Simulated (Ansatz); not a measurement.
Start from `[OH][Ga]([OH])[SeH]` and change one element to get `[OH][Al]([OH])[SeH]`.

Ansatz, PBE0-D4/def2-TZVP geometries, multiplicity 1. Each molecule was computed in one conformer, which needn't be the lowest.

Scalar relativity is left out up to krypton.

```csv
property,`[OH][Ga]([OH])[SeH]`
HOMO energy (PBE/def2-TZVPP) / eV,-6.32
HOMO–LUMO gap (PBE/def2-TZVPP) / eV,4.46
HOMO energy (PBE0/def2-TZVPP) / eV,-7.52
LUMO energy (PBE/def2-TZVPP) / eV,-1.86
size of the dipole moment (B3LYP/def2-TZVPP) / D,1.91
size of the dipole moment (ωB97M-V/def2-TZVPP) / D,1.93
```

Question: What does the change do to each property? (Best estimate.)

Answer: Computed: 
| property | `[OH][Al]([OH])[SeH]` | shift |
| --- | --- | --- |
| HOMO energy (PBE/def2-TZVPP) / eV | -6.21 | 0.11 |
| HOMO–LUMO gap (PBE/def2-TZVPP) / eV | 4.77 | 0.31 |
| HOMO energy (PBE0/def2-TZVPP) / eV | -7.39 | 0.13 |
| LUMO energy (PBE/def2-TZVPP) / eV | -1.45 | 0.41 |
| size of the dipole moment (B3LYP/def2-TZVPP) / D | 1.38 | -0.53 |
| size of the dipole moment (ωB97M-V/def2-TZVPP) / D | 1.33 | -0.60 |

With PBE0 the HOMO rises by 0.13 eV and the LUMO rises by 0.34 eV, so the gap widens by about 0.21 eV. PBE moves the HOMO by 0.11 eV and ωB97M-V by 0.15 eV. Dipoles are sizes alone; their direction can turn.

B3LYP here is the variant with VWN-RPA as its local correlation; programs differ in this.

Spin–orbit coupling is left out; it splits and shifts lone-pair levels of the heavy atoms by tenths of an eV.
